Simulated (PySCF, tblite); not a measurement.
Compound: C8H18Si.
Structure used (GFN2-xTB), in Å, numbered top down from 1:
```xyz
27
C8H18Si angstrom
C      2.6797    1.5083    1.2907
C      1.8723    0.7870    0.2183
C      0.9775   -0.2962    0.8178
C      0.1252   -0.9934   -0.2247
Si     1.0753   -1.9762   -1.5302
C     -1.1981   -1.5548    0.2366
C     -1.1766   -0.3689   -0.6738
C     -1.6797    0.9743   -0.1978
C     -3.2038    1.0352   -0.2648
H      3.3065    0.8031    1.8329
H      3.3211    2.2659    0.8463
H      2.0182    1.9963    2.0040
H      2.5540    0.3292   -0.5020
H      1.2540    1.5073   -0.3210
H      0.3477    0.1498    1.5913
H      1.6070   -1.0430    1.3119
H      1.6149   -1.0804   -2.5572
H      2.1648   -2.7090   -0.8803
H      0.1609   -2.9223   -2.1744
H     -1.5352   -2.5071   -0.1464
H     -1.4766   -1.3868    1.2681
H     -1.4547   -0.5619   -1.7065
H     -1.2594    1.7658   -0.8249
H     -1.3637    1.1586    0.8292
H     -3.5629    2.0027    0.0786
H     -3.5469    0.8820   -1.2857
H     -3.6410    0.2609    0.3619
```

Computed with PBE0/pcSseg-1 in PySCF (dipole) on a GFN2-xTB geometry, gas phase.

Take the most abundant isotopes and a rigid rotor. The values belong to one conformer with, in the numbering `[CH3:1][CH2:2][CH2:3][C@@:4]1([SiH3:5])[CH2:6][C@H:7]1[CH2:8][CH3:9]`, C1–C2–C3–C4 178°, C2–C3–C4–Si5 64°, C6–C7–C8–C9 -80°.

Task: Give the principal moments of inertia and the rotational constants in MHz.

Result: Ia = 370.66, Ib = 519.42, Ic = 776.09 u·Å²; 505379 MHz·u·Å²/I gives A = 1363, B = 973.0, C = 651.2 MHz.

Task: Classify the top.

Result: An asymmetric top. Ray's parameter κ = (2B − A − C)/(A − C) = -0.096; −1 is the prolate and +1 the oblate limit.

Task: What does the inertial defect say?

Result: Not planar: Δ = Ic − Ia − Ib = -113.98 u·Å². For a rigid frame Δ = −2 Σ m c², so Σ m c² = 56.99 u·Å² lies off the ab plane: 21.79 from hydrogen and 35.20 from heavier atoms. The atom farthest from that plane is 2.01 Å away.

Task: Give the other two planar moments, Paa and Pbb, and the rms extents of the mass along the axes.

Result: Paa = Σ m a² = (Ib + Ic − Ia)/2 = 462.43 and Pbb = Σ m b² = (Ia + Ic − Ib)/2 = 313.66 u·Å². With the mass M = 142.12 u, the rms extents √(P/M) along a, b and c are 1.80, 1.49, 0.63 Å.

Task: List the rotational levels J(Ka,Kc) to J = 5 (MHz).

Result: Above 0(0,0):
J = 1: 1(0,1) 1624, 1(1,1) 2015, 1(1,0) 2336
J = 2: 2(0,2) 4740, 2(1,2) 4941, 2(1,1) 5907, 2(2,1) 7078, 2(2,0) 7211
J = 3: 3(0,3) 9184, 3(1,3) 9260, 3(1,2) 11153, 3(2,2) 11951, 3(2,1) 12512, 3(3,1) 14779, 3(3,0) 14817
J = 4: 4(0,4) 14901, 4(1,4) 14924, 4(1,3) 17907, 4(2,3) 18339, 4(2,2) 19671, 4(3,2) 21464, 4(3,1) 21699, 4(4,1) 25172, 4(4,0) 25181
J = 5: 5(0,5) 21902, 5(1,5) 21908, 5(1,4) 25986, 5(2,4) 26169, 5(2,3) 28556, 5(3,3) 29783, 5(3,2) 30530, 5(4,2) 33583, 5(4,1) 33657, 5(5,1) 38281, 5(5,0) 38283
The levels of one J sum to (2J + 1)J(J + 1)(A + B + C)/3.

Task: Which lines would a microwave search look for?

Result: The dipole components are |μa| = 0.37 D, |μb| = 0.73 D, |μc| = 0.14 D. Intensities carry the squares of the components, which stand as 0.25 : 1.00 : 0.03 (a : b : c). Some lines, for components of 0.1 D or more:

```
type  branch         J(Ka,Kc)    MHz  lower level (cm⁻¹)
   c       Q  4(2,3) ← 4(1,3)    432               0.597
   b       Q  3(2,1) ← 3(1,2)   1359               0.372
   b       Q  3(3,0) ← 3(2,1)   2305               0.417
   c       R  1(1,0) ← 0(0,0)   2336               0.000
   b       Q  4(1,3) ← 4(0,4)   3007               0.497
   a       R  2(0,2) ← 1(0,1)   3115               0.054
   b       Q  4(4,0) ← 4(3,1)   3482               0.724
   a       R  2(1,1) ← 1(1,0)   3570               0.078
   b       R  3(1,3) ← 2(0,2)   4520               0.158
   c       R  2(2,0) ← 1(1,0)   4874               0.078
   a       R  4(3,2) ← 3(3,1)   6685               0.493
   b       R  4(2,3) ← 3(1,2)   7187               0.372
   c       R  3(3,0) ← 2(2,0)   7606               0.241
   c       R  4(3,2) ← 3(2,2)   9513               0.399
   b       R  4(4,0) ← 3(3,1)  10402               0.493
   b       R  4(2,2) ← 3(1,3)  10412               0.309
```

Task: Estimate the classical rotational partition function at 50 K, 298.15 K and 500 K.

Result: Point group C1, symmetry number σ = 1; q = (√π/σ)·√((kT/h)³/(ABC)), k/h = 20836.6 MHz/K: 64100 at 50 K, 934000 at 298.15 K, 2030000 at 500 K.

Its GFN2-xTB frequencies are all real (lowest 57 cm⁻¹). These are rigid-rotor constants of the computed structure; measured ground-state constants (B0) also hold zero-point vibration. A rigid rotor knows nothing of internal rotation, which can split or shift real lines.

On an Arm Neoverse V1 with one thread, shared host with 32 logical CPUs at a one-minute load of 31, this took 70 s of wall time and 1.1 GiB of memory at its peak. This is the PBE0/pcSseg-1 job that gave the dipole, with the shieldings it also computed.
